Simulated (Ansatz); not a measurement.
Reactions of `COC(Cl)Cl`.

Computed with Ansatz on PBE0-D4/def2-TZVP structures; ΔE is electronic, products minus reactants. CCSD(T)/CBS is the MP2 limit (def2-TZVPP, def2-QZVPP) plus CCSD(T) − MP2 in def2-TZVPP, frozen cores. This one scheme is used for every species, atoms too. For atomizations the MP2-based limit and the directly extrapolated one differ by several kJ/mol either way, and by 10 to 25 for some Ge, Se and Sn compounds, so smaller differences from it don't rank the levels. Double bonds are as drawn, so ΔE can hold a change between cis and trans. Functionals use def2-TZVPP. Open shells (•) are unrestricted, without spin–orbit coupling. Spin–orbit coupling would lower the free atoms: a little for C, Cl, O. def2 core potentials past Kr. Bonds to Ga, I are less sure, by a few kJ/mol each and by 10 to 20 or more in all where they break to atoms, as the def2 sets lack core-valence functions. Scalar relativity is left out up to krypton. Each species was taken in one conformer, which may not be the lowest.

```tsv
reaction	ωB97X-V (kJ/mol)	HF/CBS(def2) (kJ/mol)	B2PLYP (kJ/mol)	CCSD(T)/CBS(def2) (kJ/mol)
`COC(Cl)Cl` + H₂ → `ClCCl` + CH₃OH	-66	-95	-72	-70
`COC(Cl)Cl` + H₂O → `COC(O)Cl` + HCl	-25	-37	-22	-15
`COC(Cl)Cl` + `O/C=[N]/[GaH2]` → `CO/C=[N]/[GaH2]` + `OC(Cl)Cl`	-6	-6	-7	-6
`COC(Cl)Cl` + HI → `ClC(Cl)I` + CH₃OH	29	36	22	13
`COC(Cl)Cl` + `CC(N)O` → `CNC(C)O` + `OC(Cl)Cl`	-14	-10	-13	-15
`COC(Cl)Cl` + HI → `COC(Cl)I` + HCl	-1	4	-6	-12
`COC(Cl)Cl` → `[CH2]` (triplet) + `OC(Cl)Cl`	400	246	379	386
`COC(Cl)Cl` → `Cl[C]Cl` + CH₃OH	302	265	282	286
`COC(Cl)Cl` → 2 C• + 2 Cl• + 4 H• + O•	3179	2199	3125	3172
```

Largest T1 diagnostic: 0.020, for `Cl[C]Cl`.
